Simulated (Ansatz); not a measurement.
Job for Ansatz (a first-principles code): R-PBE/def2-TZVPP on CdHI (SMILES [CdH][I]), atoms moved off the minimum. Elements past Kr take the def2 small-core potentials; no spin–orbit coupling.

Ansatz 0.2 input:
```yaml
crystal:
  periodic: [false, false, false]
  atoms:
    - {symbol: Cd, position_ang: [0.13443760, 0.03396956, -1.24688942]}
    - {symbol: H, position_ang: [0.05760134, 0.06710131, -2.89141453]}
    - {symbol: I, position_ang: [0.18167355, -0.07570183, 1.24583744]}
basis:
  gaussian:
    orbitals: def2-TZVPP
hamiltonian:
  xc: {name: PBE}
scf: {lower_state_search: off}
output: {forces: true}
```

Output:

```
WARN ansatz: RAYON_NUM_THREADS=2 ignored (pool sized by the plan → 2); use --threads N
Functional definition: PBE
these checks for a lower state are left out or cut short: stability, starts, cluster_reference, orbital_swaps, neighbouring_geometries, increment
integrals: 0.04 GiB planned
808 factors; their error is unknown
mean field: 0.31 GiB planned
mean field evaluation 1: about -12681.6206 eV, gradient 2.8e1 eV
mean field evaluation 2: about -12679.0574 eV, gradient 4.8e1 eV
mean field evaluation 4: about -12683.3275 eV, gradient 1.9e0 eV
mean field evaluation 8: about -12683.3288 eV, gradient 3.0e-2 eV
mean field evaluation 16: about -12683.3288 eV, gradient 2.5e-5 eV
mean field -12683.32879388 eV, -466.1037361060 hartree, gradient 4.0e-6 eV, S^2 0.000000; 0 other end points of the search recorded, 0 dependent functions left out
the calculation of the forces begins
reference -12683.32882812 eV, -466.1037373645 hartree; 23, 23 occupied and 97, 97 virtual orbitals, 808 factors
Total energy: -12683.32882812 eV, -466.1037373645 hartree
Atom 0 at     0.134438     0.033970    -1.246889 Å, force    -0.060803     0.011850    -1.062974 eV/Å
Atom 1 at     0.057601     0.067101    -2.891415 Å, force     0.016863     0.029826    -0.254615 eV/Å
Atom 2 at     0.181674    -0.075702     1.245837 Å, force     0.043941    -0.041676     1.317589 eV/Å
Dipole moment:     0.003602     0.019031    -0.264438 e Å
Checks for a lower state left out: stability, starts, cluster_reference, orbital_swaps, neighbouring_geometries, increment
```

The calculation finished and met its thresholds.

Cost: roughly 1.5 core-seconds.
